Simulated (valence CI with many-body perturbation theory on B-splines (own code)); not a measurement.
E1 line list for Au XLIX

Method: relativistic CI+MBPT: three valence electrons over a frozen Dirac-Fock core [Ar] 3d10, a basis of 11 s, 11 p, 10 d, 8 f, 5 g, 2 h functions for each j, with the one-electron correlation potential Σ1, the two-electron term Σ2, the three-electron term Σ3, Breit, model QED; selected CI, second order for the rest, scaled by the run's own slope (own B-spline code, finite nucleus).

The last digits are not significant, and no measured levels were compared; by estimate large intervals hold to a few tenths of a per cent, small ones and those within an open d or f shell to about a per cent.

Lines 101 to 150 of 554 in falling wavelength, among levels below 72.850 Ry, chosen from the strongest by gf and those to the six lowest levels. Wavelengths and rates use the calculated energies. Electric multipoles are in the length gauge, E1 and E2 with the static RPA response of the core. Weak lines are less certain than strong ones. Lines between different terms over intervals too small for the method are left out, as are lines whose strength nearly cancels. Where a level lies close to another of its J and parity, the split of strength between their lines is uncertain. The highest levels of a list are the least certain.

Levels are named by their leading jj configuration (3d3/2^4 stands for four electrons in 3d with j = 3/2), which in mixed levels can hold well under half, so a name can repeat and another be missing. Letters in brackets count levels of one name in rising energy.

| λ vac (nm) | Upper | Lower | A (s⁻¹) | log gf | Branch % |
| --- | --- | --- | --- | --- | --- |
| 6.260 | (4s 4d5/2 4f5/2) J=9/2 [b] | (4s 4d5/2^2) J=7/2 [a] | 2.80e+11 | 0.22 | 26.5 |
| 6.258 | (4s 4p1/2 4d5/2) J=3/2 | (4s 4p1/2 4p3/2) J=1/2 | 2.07e+11 | -0.31 | 34.8 |
| 6.254 | (4p1/2 4p3/2 4f5/2) J=7/2 [b] | (4p1/2 4p3/2 4d5/2) J=5/2 [a] | 6.57e+10 | -0.51 | 4.8 |
| 6.251 | (4s 4d5/2^2) J=3/2 | (4s 4p3/2 4d5/2) J=3/2 [b] | 1.76e+11 | -0.39 | 16.6 |
| 6.250 | (4p1/2 4d5/2^2) J=5/2 | (4p1/2 4p3/2 4d5/2) J=3/2 [b] | 3.56e+11 | 0.10 | 38.5 |
| 6.249 | (4s 4d5/2^2) J=7/2 [b] | (4s 4p3/2 4d5/2) J=5/2 [b] | 6.32e+11 | 0.47 | 43.8 |
| 6.248 | (4p1/2 4d3/2 4d5/2) J=5/2 [b] | (4p1/2 4p3/2 4d3/2) J=3/2 [b] | 7.99e+10 | -0.55 | 4.3 |
| 6.248 | (4s 4d5/2 4f7/2) J=7/2 | (4s 4p3/2 4f5/2) J=5/2 [b] | 6.33e+10 | -0.53 | 8.7 |
| 6.243 | (4p1/2 4d5/2^2) J=3/2 | (4p1/2 4p3/2 4d5/2) J=1/2 | 4.08e+11 | -0.02 | 40.6 |
| 6.230 | (4s 4p3/2 4f7/2) J=3/2 | (4s 4p3/2 4d5/2) J=3/2 [a] | 2.23e+11 | -0.28 | 32.6 |
| 6.229 | (4s 4p1/2 4d5/2) J=5/2 [b] | (4s 4p1/2 4p3/2) J=3/2 [b] | 2.08e+11 | -0.14 | 57.3 |
| 6.225 | (4p1/2 4p3/2 4f7/2) J=9/2 [c] | (4p1/2 4p3/2 4d5/2) J=9/2 | 1.01e+11 | -0.23 | 12.0 |
| 6.224 | (4s 4d5/2 4f5/2) J=11/2 | (4s 4d5/2^2) J=9/2 [a] | 3.94e+11 | 0.44 | 53.2 |
| 6.221 | (4p1/2 4d5/2^2) J=3/2 | (4p1/2 4p3/2 4d5/2) J=3/2 [b] | 1.17e+11 | -0.57 | 11.6 |
| 6.220 | (4p1/2 4d3/2 4d5/2) J=7/2 [a] | (4p1/2 4p3/2 4d3/2) J=5/2 [a] | 1.11e+11 | -0.29 | 32.7 |
| 6.214 | (4s 4d5/2 4f5/2) J=7/2 [b] | (4s 4p3/2 4f7/2) J=5/2 [a] | 9.32e+10 | -0.37 | 9.6 |
| 6.213 | (4s 4p1/2 4d5/2) J=5/2 [a] | (4s 4p1/2 4p3/2) J=5/2 | 1.21e+10 | -1.38 | 2.8 |
| 6.209 | (4p1/2 4d3/2 4d5/2) J=5/2 [a] | (4p1/2 4p3/2 4d3/2) J=3/2 [a] | 9.39e+10 | -0.49 | 20.4 |
| 6.199 | (4s 4d5/2^2) J=1/2 | (4s 4p3/2 4d5/2) J=3/2 [b] | 3.60e+11 | -0.38 | 37.2 |
| 6.197 | (4s 4d5/2 4f7/2) J=9/2 | (4s 4d5/2^2) J=9/2 [a] | 7.80e+10 | -0.35 | 10.9 |
| 6.193 | (4s 4d5/2 4f5/2) J=9/2 [b] | (4s 4p3/2 4f7/2) J=7/2 [b] | 2.69e+11 | 0.19 | 25.4 |
| 6.192 | (4s 4d5/2 4f5/2) J=1/2 [b] | (4s 4p3/2 4f5/2) J=3/2 [b] | 2.77e+11 | -0.50 | 21.8 |
| 6.190 | (4s 4d5/2 4f7/2) J=13/2 | (4s 4p3/2 4f7/2) J=11/2 | 4.07e+11 | 0.52 | 100.0 |
| 6.190 | (4p1/2 4p3/2 4f7/2) J=11/2 | (4p1/2 4p3/2 4d5/2) J=9/2 | 2.64e+11 | 0.26 | 38.6 |
| 6.183 | (4s 4d5/2^2) J=9/2 [b] | (4s 4p3/2 4d5/2) J=7/2 [b] | 3.76e+11 | 0.33 | 31.2 |
| 6.183 | (4s 4p1/2 4d5/2) J=3/2 | (4s 4p1/2 4p3/2) J=3/2 [b] | 7.18e+10 | -0.78 | 12.1 |
| 6.175 | (4p1/2 4p3/2 4f7/2) J=9/2 [b] | (4p1/2 4p3/2 4d5/2) J=7/2 [a] | 1.23e+11 | -0.15 | 15.3 |
| 6.166 | (4s 4d3/2 4d5/2) J=9/2 | (4s 4p3/2 4d3/2) J=7/2 | 4.88e+10 | -0.56 | 4.3 |
| 6.163 | (4p1/2 4d3/2 4d5/2) J=3/2 [b] | (4p1/2 4p3/2 4d3/2) J=1/2 [b] | 1.14e+11 | -0.59 | 5.8 |
| 6.162 | (4p1/2 4d5/2^2) J=9/2 | (4p1/2 4p3/2 4d5/2) J=7/2 [b] | 7.46e+11 | 0.63 | 75.9 |
| 6.158 | (4p1/2 4d5/2^2) J=5/2 | (4p1/2 4p3/2 4d5/2) J=7/2 [b] | 9.21e+10 | -0.50 | 10.0 |
| 6.156 | (4s 4p3/2 4f7/2) J=9/2 [a] | (4s 4p3/2 4d5/2) J=9/2 | 1.12e+11 | -0.20 | 28.3 |
| 6.154 | (4p1/2 4p3/2 4f7/2) J=5/2 [b] | (4p1/2 4p3/2 4d5/2) J=5/2 [a] | 3.76e+11 | 0.11 | 44.2 |
| 6.149 | (4p1/2 4d3/2 4d5/2) J=5/2 [a] | (4p1/2 4p3/2 4d3/2) J=5/2 [a] | 1.46e+11 | -0.30 | 31.6 |
| 6.145 | (4p1/2 4p3/2 4f7/2) J=3/2 | (4p1/2 4p3/2 4d5/2) J=3/2 [a] | 3.46e+11 | -0.11 | 43.2 |
| 6.136 | (4s 4d3/2 4d5/2) J=7/2 [a] | (4s 4p3/2 4d3/2) J=5/2 [a] | 1.02e+11 | -0.34 | 7.7 |
| 6.126 | (4s 4p3/2 4d5/2) J=5/2 [a] | (4s 4p3/2^2) J=5/2 | 2.50e+11 | -0.07 | 43.3 |
| 6.123 | (4s 4d5/2^2) J=3/2 | (4s 4p3/2 4d5/2) J=1/2 | 4.10e+11 | -0.04 | 38.7 |
| 6.120 | (4s 4d5/2 4f5/2) J=5/2 [a] | (4s 4p3/2 4f5/2) J=3/2 [a] | 1.10e+11 | -0.43 | 11.8 |
| 6.119 | (4p1/2 4p3/2 4f7/2) J=9/2 [c] | (4p1/2 4p3/2 4d5/2) J=7/2 [a] | 2.76e+11 | 0.19 | 32.6 |
| 6.119 | (4p1/2 4d5/2^2) J=7/2 | (4p1/2 4p3/2 4d5/2) J=5/2 [b] | 9.83e+11 | 0.64 | 67.6 |
| 6.115 | (4p1/2^2 4d5/2) J=5/2 | (4p1/2^2 4p3/2) J=3/2 | 2.83e+11 | -0.02 | 68.5 |
| 6.113 | (4s 4p3/2 4f5/2) J=5/2 [b] | (4s 4p3/2 4d5/2) J=5/2 [a] | 1.01e+11 | -0.47 | 8.0 |
| 6.113 | (4s 4d5/2 4f5/2) J=7/2 [a] | (4s 4p3/2 4f5/2) J=5/2 [a] | 2.12e+11 | -0.02 | 22.8 |
| 6.108 | (4p1/2 4d3/2 4d5/2) J=3/2 [a] | (4p1/2 4p3/2 4d3/2) J=3/2 [a] | 2.22e+11 | -0.30 | 41.1 |
| 6.101 | (4s 4d5/2 4f5/2) J=9/2 [a] | (4s 4p3/2 4f5/2) J=7/2 | 3.28e+11 | 0.26 | 41.9 |
| 6.100 | (4s 4d5/2 4f5/2) J=11/2 | (4s 4p3/2 4f7/2) J=11/2 | 5.84e+10 | -0.41 | 7.9 |
| 6.091 | (4p1/2 4d3/2 4d5/2) J=3/2 [b] | (4p1/2 4p3/2 4d3/2) J=3/2 [b] | 1.22e+11 | -0.56 | 6.2 |
| 6.089 | (4s 4d5/2 4f7/2) J=9/2 | (4s 4p3/2 4f7/2) J=7/2 [a] | 1.58e+11 | -0.06 | 22.0 |
| 6.089 | (4p1/2 4d5/2^2) J=1/2 | (4p1/2 4p3/2 4d5/2) J=3/2 [b] | 5.79e+11 | -0.19 | 69.5 |
